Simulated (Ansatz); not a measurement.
Cd(SeH)(SiH3) (CdH4SeSi), SMILES [SiH3][Cd][SeH]. Atoms are numbered in the order given.

```xyz
7

Cd    -0.5942     0.2921    -0.0027
Se     0.5308     1.9376    -1.5239
H      1.8240     1.2400    -1.3610
Si    -1.7344    -1.3553     1.5284
H     -2.5602    -2.3292     0.7527
H     -2.6319    -0.6543     2.4957
H     -0.7242    -2.1283     2.3128
```

Geometry optimised at B3LYP-D3(BJ)/def2-SVP. The def2 effective core potentials stand for the cores of Cd; spin–orbit coupling is left out. The values are those of a single conformer.

Two levels are set side by side: PBE-D3(BJ)/def2-SVP (Ansatz, an electronic-structure program) and B3LYP-D3(BJ)/def2-SVP (Ansatz). Each level has its own optimised geometry; the coordinates shown are those of the second. Differences are taken from unrounded values.

```csv
quantity,B3LYP-D3(BJ),PBE-D3(BJ),PBE-D3(BJ) minus B3LYP-D3(BJ)
mean bond length (Å),1.832,1.837,0.005
bond Cd1–Se2 (Å),2.507,2.500,-0.007
bond Cd1–Si4 (Å),2.522,2.511,-0.010
bond Se2–H3 (Å),1.478,1.487,0.009
bond Si4–H5 (Å),1.494,1.507,0.013
bond Si4–H6 (Å),1.494,1.507,0.013
bond Si4–H7 (Å),1.494,1.507,0.013
```

On these quantities the two levels nearly agree.
